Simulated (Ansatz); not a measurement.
Stepwise reaction of `[NH2][Ti]([NH2])([NH2])[OH]` with water, as a gas-phase model of exchange steps in deposition or etching. ΔE in kJ/mol; ΔG adds harmonic PBE0-D4 terms to CCSD(T)/CBS, at 1 bar.

Computed with Ansatz on PBE0-D4/def2-TZVP structures; ΔE is electronic, products minus reactants. CCSD(T)/CBS is the MP2 limit (def2-TZVPP, def2-QZVPP) plus CCSD(T) − MP2 in def2-TZVPP, frozen cores. This one scheme is used for every species. DFT in def2-TZVPP. B3LYP here is the variant with VWN-RPA as its local correlation; programs differ in this. For Ti outer-core shells are correlated without core-valence functions, which leaves a few kJ/mol of doubt a bond. Scalar relativity is left out up to krypton. One conformer a species, not always the lowest.

```tsv
step	reaction	PBE-D4	B3LYP-D4	ωB97M-V	CCSD(T)/CBS	ΔG(600 K)
2	`[NH2][Ti]([NH2])([OH])[OH]` + H₂O → `[NH2][Ti]([OH])([OH])[OH]` + NH₃	-59.2	-59.6	-59.8	-53.3	-51.4
3	`[NH2][Ti]([OH])([OH])[OH]` + H₂O → `[OH][Ti]([OH])([OH])[OH]` + NH₃	-58.0	-58.5	-58.7	-52.1	-47.0
```

(1) Give the row of step 1, `[NH2][Ti]([NH2])([NH2])[OH]` + H₂O → `[NH2][Ti]([NH2])([OH])[OH]` + NH₃. (An estimate is asked.)

(2) By hand: ΔE of the 3 steps together at CCSD(T)/CBS.

Results:

(1) The calculation gave: 
```tsv
step	reaction	PBE-D4	B3LYP-D4	ωB97M-V	CCSD(T)/CBS	ΔG(600 K)
1	`[NH2][Ti]([NH2])([NH2])[OH]` + H₂O → `[NH2][Ti]([NH2])([OH])[OH]` + NH₃	-61.7	-62.0	-62.1	-55.2	-50.3
```

(2) (-55.2) + (-53.3) + (-52.1) = -160.6 kJ/mol, or -53.5 kJ/mol a step.

In ΔE the steps differ by no more than 3.1 kJ/mol. All are downhill at CCSD(T)/CBS. ΔG lies between -51.4 and -47.0 kJ/mol a step. PBE-D4 differs from CCSD(T)/CBS by -6.5 to -5.9 kJ/mol a step. Only this route is followed, and other bonds may react first. Isolated molecules leave out the surface, adducts and barriers. Largest T1 diagnostic: 0.024.
